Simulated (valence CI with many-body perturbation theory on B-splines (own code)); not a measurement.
**E1 transitions of Xe⁴⁺**

Computed by configuration interaction combined with many-body perturbation theory (CI+MBPT): four valence electrons over a frozen Dirac-Fock core [Kr] 4d10, a basis of 11 s, 11 p, 10 d, 8 f, 5 g, 2 h functions for each j, with the one-electron correlation potential Σ1, the two-electron term Σ2, the three-electron term Σ3, Breit, model QED; selected CI, second order for the rest, scaled by the run's own slope (own B-spline code, finite nucleus).

Set against measurement, 46 paired levels are off by 473 cm⁻¹ on average, the worst by 2120. These come from a selection out of Saloman, J. Phys. Chem. Ref. Data 33, 765 (2004). Levels without a partner in it may be off by more. Among the levels kept, up to 540 cm⁻¹ of a level comes from second order outside the variational space, and about a tenth of that is noise between levels of different J, which matters for small intervals. 6 measured levels below the end of the list, from 169673 cm⁻¹ on, found no clear computed partner, and computed levels of the same name lie up to 2887 cm⁻¹ from them.

Lines 301 to 350 of 507 in falling wavelength, among levels below 318930 cm⁻¹, chosen from the strongest by gf and those to the six lowest levels. Wavelengths and rates use the calculated energies, so an error of 500 cm⁻¹ moves a line at 65.33 nm by 0.33 % and its rate by three times that or more. Electric multipoles are in the length gauge, E1 and E2 with the static RPA response of the core. Weak lines are less certain than strong ones. Lines between different terms over intervals too small for the method are left out, as are lines whose strength nearly cancels. Where a level lies close to another of its J and parity, the split of strength between their lines is uncertain. The highest levels of a list are the least certain.

Names give the largest LS component (configuration and term), which can be under half, so a name can repeat, a term be missing and a line seem to break the LS rules; names also repeat where a configuration has a term twice. Letters in brackets count levels of one name in rising energy.

| λ vac (nm) | λ from measured levels | Upper | Lower | A (s⁻¹) | S (a.u.) with core polarisation | S without |
| --- | --- | --- | --- | --- | --- | --- |
| 66.41 |  | 5s2 5p 5f 3F_3 [b] | 5s2 5p 5d 3F°_2 | 4.68e+08 | 4.74e-01 | 4.64e-01 |
| 66.38 |  | 5s 5p2 5d 3P_2 [a] | 5s 5p3 3D°_3 | 4.18e+09 | 3.02e+00 | 3.81e+00 |
| 66.14 |  | 5s2 5p 5f 3D_3 | 5s2 5p 5d 3F°_2 | 6.68e+08 | 6.68e-01 | 7.07e-01 |
| 66.13 |  | 5s2 5p 5f 3F_2 [b] | 5s2 5p 5d 3F°_2 | 8.43e+08 | 6.02e-01 | 7.12e-01 |
| 66.06 |  | 5s 5p2 5d 3F_3 [b] | 5s 5p3 3P°_2 | 2.16e+09 | 2.15e+00 | 2.63e+00 |
| 65.79 |  | 5s 5p2 5d 3D_3 [c] | 5s2 5p 5d 1D°_2 | 2.91e+09 | 2.86e+00 | 3.51e+00 |
| 65.45 |  | 5s 5p2 5d 5F_3 | 5s 5p3 5S°_2 | 3.67e+08 | 3.56e-01 | 4.16e-01 |
| 65.44 |  | 5s 5p2 5d 3F_2 [b] | 5s 5p3 3P°_2 | 5.83e+08 | 4.03e-01 | 4.78e-01 |
| 65.40 |  | 5s2 5p 5f 3D_2 | 5s 5p3 3S°_1 | 7.75e+08 | 5.35e-01 | 6.00e-01 |
| 65.37 |  | 5s 5p2 5d 3F_2 [b] | 5s 5p3 3P°_1 | 5.90e+08 | 4.07e-01 | 4.70e-01 |
| 65.33 | 65.53 | 5s2 5p 5d 3D°_2 | 5s2 5p2 1D_2 | 2.34e+09 | 1.61e+00 | 2.05e+00 |
| 65.05 |  | 5s 5p2 6s 5P_3 | 5s2 5p 5d 1D°_2 | 7.75e+08 | 7.37e-01 | 9.08e-01 |
| 65.05 |  | 5s2 5p 7p 3D_2 | 5s2 5p 5d 3F°_3 | 6.55e+08 | 4.45e-01 | 4.77e-01 |
| 65.03 |  | 5s 5p2 5d 1D_2 | 5s2 5p 5d 3F°_2 | 9.17e+08 | 6.23e-01 | 7.42e-01 |
| 64.94 |  | 5s 5p2 5d 3F_4 [c] | 5s2 5p 5d 3F°_3 | 3.62e+08 | 4.40e-01 | 6.00e-01 |
| 64.86 |  | 5s 5p2 5d 1D_2 | 5s 5p3 3S°_1 | 1.50e+09 | 1.01e+00 | 1.20e+00 |
| 64.84 | 65.04 | 5s2 5p 5d 3D°_3 | 5s2 5p2 1D_2 | 1.65e+09 | 1.55e+00 | 1.87e+00 |
| 64.83 |  | 5s 5p2 5d 3P_0 [b] | 5s 5p3 3P°_1 | 2.73e+09 | 3.67e-01 | 4.70e-01 |
| 64.74 |  | 5s 5p2 5d 3P_2 [a] | 5s 5p3 3D°_2 | 5.09e+09 | 3.41e+00 | 4.23e+00 |
| 64.41 |  | 5s 5p2 5d 3P_2 [a] | 5s 5p3 3D°_1 | 1.71e+09 | 1.13e+00 | 1.38e+00 |
| 64.11 | 64.31 | 5s2 5p 5d 1P°_1 | 5s2 5p2 1S_0 | 9.76e+09 | 3.81e+00 | 4.67e+00 |
| 64.10 |  | 5s 5p3 1P°_1 | 5s2 5p2 3P_2 | 6.29e+07 | 2.45e-02 | 3.23e-02 |
| 64.07 | 64.21 | 5s2 5p 5d 3P°_1 | 5s2 5p2 1D_2 | 2.84e+09 | 1.11e+00 | 1.36e+00 |
| 64.02 | 64.30 | 5s 5p3 3S°_1 | 5s2 5p2 3P_0 | 2.04e+09 | 7.94e-01 | 1.01e+00 |
| 63.97 |  | 5s 5p2 6s 3P_1 | 5s2 5p 5d 1D°_2 | 9.80e+08 | 3.80e-01 | 4.45e-01 |
| 63.76 |  | 5p4 1D_2 | 5s 5p3 5S°_2 | 2.29e+07 | 1.46e-02 | 1.66e-02 |
| 63.57 |  | 5s 5p2 5d 3P_1 [b] | 5s 5p3 3P°_2 | 9.51e+08 | 3.62e-01 | 4.48e-01 |
| 63.56 | 63.75 | 5s2 5p 5d 3P°_2 [a] | 5s2 5p2 3P_2 | 4.10e+09 | 2.60e+00 | 3.19e+00 |
| 63.52 |  | 5s 5p2 5d 3D_1 [b] | 5s 5p3 3P°_0 | 3.36e+09 | 1.27e+00 | 1.55e+00 |
| 63.51 |  | 5s2 5p 5f 3F_2 [a] | 5s 5p3 3P°_1 | 1.29e+09 | 8.16e-01 | 9.79e-01 |
| 63.51 |  | 5s 5p2 5d 3P_1 [b] | 5s 5p3 3P°_1 | 2.31e+09 | 8.77e-01 | 1.10e+00 |
| 63.36 |  | 5s2 5p 5d 3P°_2 [b] | 5s2 5p2 1D_2 | 1.25e+10 | 7.84e+00 | 9.56e+00 |
| 63.36 |  | 5s 5p2 5d 3D_2 [b] | 5s 5p3 3P°_1 | 5.58e+09 | 3.50e+00 | 4.23e+00 |
| 63.25 |  | 5s 5p2 6s 5P_2 | 5s 5p3 3P°_1 | 8.86e+08 | 5.53e-01 | 6.86e-01 |
| 63.14 |  | 5s2 5p 5f 3F_3 [a] | 5s 5p3 3P°_2 | 1.68e+09 | 1.46e+00 | 1.74e+00 |
| 63.10 |  | 5s 5p2 5d 3F_2 [c] | 5s2 5p 5d 1D°_2 | 1.46e+09 | 9.06e-01 | 1.10e+00 |
| 63.04 |  | 5s 5p2 5d 1P_1 | 5s 5p3 3P°_2 | 3.52e+09 | 1.31e+00 | 1.61e+00 |
| 63.03 |  | 5s 5p2 5d 3P_1 [b] | 5s 5p3 3P°_0 | 1.54e+09 | 5.73e-01 | 7.26e-01 |
| 63.00 |  | 5s 5p2 5d 3S_1 [b] | 5s2 5p 5d 1D°_2 | 5.74e+09 | 2.12e+00 | 2.57e+00 |
| 62.89 |  | 5s2 5p 5f 3G_3 | 5s 5p3 3P°_2 | 2.94e+09 | 2.52e+00 | 2.83e+00 |
| 62.75 |  | 5s 5p2 5d 3D_2 [a] | 5s 5p3 3D°_3 | 1.62e+09 | 9.89e-01 | 1.22e+00 |
| 62.72 | 62.91 | 5s2 5p 5d 3D°_1 | 5s2 5p2 3P_2 | 1.60e+08 | 5.83e-02 | 7.03e-02 |
| 62.30 |  | 5s 5p2 5d 5D_1 | 5s 5p3 5S°_2 | 3.91e+08 | 1.40e-01 | 1.65e-01 |
| 62.23 |  | 5s 5p2 5d 5D_2 | 5s 5p3 5S°_2 | 1.10e+09 | 6.57e-01 | 7.81e-01 |
| 62.16 |  | 5s 5p2 5d 3P_1 [a] | 5s 5p3 3D°_2 | 1.11e+09 | 3.96e-01 | 4.96e-01 |
| 62.16 |  | 5s 5p3 1P°_1 | 5s2 5p2 3P_1 | 4.36e+08 | 1.55e-01 | 2.10e-01 |
| 62.12 |  | 5s 5p2 5d 3P_2 [b] | 5s 5p3 3P°_2 | 5.46e+09 | 3.23e+00 | 3.97e+00 |
| 62.08 |  | 5s 5p2 5d 3G_3 | 5s 5p3 3D°_3 | 8.51e+08 | 7.03e-01 | 8.59e-01 |
| 62.06 |  | 5s2 5p 6p 1D_2 | 5s 5p3 5S°_2 | 7.93e+07 | 4.68e-02 | 5.36e-02 |
| 62.03 |  | 5s 5p2 5d 5D_3 | 5s 5p3 5S°_2 | 2.13e+09 | 1.76e+00 | 2.07e+00 |
